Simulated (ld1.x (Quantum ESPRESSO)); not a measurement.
## Configuration tests for Tc (Z = 43) (TM semilocal)

technetium, norm-conserving Troullier–Martins (semilocal form), made with ld1.x (Quantum ESPRESSO) 7.5 (BLYP, scalar-relativistic). Core [Ar] 3d10, reference 4s2 4p6 4d5 5s1 5p0 (charge +1). Waves: 4s (bound): rc 1.80 bohr; 4d (bound): rc 1.30 bohr; 4p (bound): rc 1.45 bohr. Local part: the p channel. Core correction: none.

Occupied shells without a wave of their own: 5s. They enter only through the test configuration that unscreens the potential.

Energies are relative to the spin-unpolarised reference configuration 4s2 4p6 4d5 5s1 5p0; without spin polarisation the order of configurations can differ from experiment.

| valence configuration | charge | ΔE all-electron (eV) | error AE − PS (meV) |
| --- | --- | --- | --- |
| 4s2 4p6 4d5 5s2 5p0 | 0 | -8.123 | +1859 |
| 4s2 4p6 4d5 5s0 5p0 | +2 | 14.971 | -2899 |
| 4s2 4p6 4d4 5s0 5p0 | +3 | 43.581 | -3998 |
| 4s1 4p6 4d5 5s2 5p0 | +1 | 71.648 | +2988 |
| 4s2 4p5 4d5 5s2 5p0 | +1 | 43.173 | +3023 |
| 4s2 4p6 4d5 5s1.5 5p0 | +0.5 | -4.872 | +1046 |

What are ΔE and the potential's error for 4s2 4p6 4d4 5s2 5p0?

ΔE = 3.337 eV all-electron; the error (AE − PS) is +2735 meV.

Levels in the configuration 4s1 4p6 4d5 5s2 5p0:

| level | all-electron (eV) | pseudo (eV) |
| --- | --- | --- |
| 4s | -86.782 | -85.530 |
| 4p | -58.270 | -56.920 |
| 4d | -17.971 | -16.842 |
| 5s | -12.794 | -15.280 |

These tests converged, but a pseudo level misses the all-electron one widely, so the file describes the atom poorly there or has found another state: 4s2 4p6 4d5 5s2 5p0: 5s by 1.4 eV; 4s2 4p6 4d5 5s0 5p0: empty 5s by 3.5 eV; 4s2 4p6 4d4 5s0 5p0: empty 5s by 4.7 eV; 4s1 4p6 4d5 5s2 5p0: 5s by 2.5 eV; 4s2 4p6 4d4 5s2 5p0: 5s by 2.2 eV; 4s2 4p5 4d5 5s2 5p0: 5s by 2.4 eV; 4s2 4p6 4d5 5s1.5 5p0: 5s by 1.8 eV. ld1.x printed “convergence not achieved” for 7 of the counted tests; their residual had stalled under 1e-8, short of the target of 1e-14. The 5s level has no wave, so the channel is fitted at the deeper level alone: the likely source of the large errors.

The potential misses its own reference levels by up to 2.3 eV, so it is not fit for use.
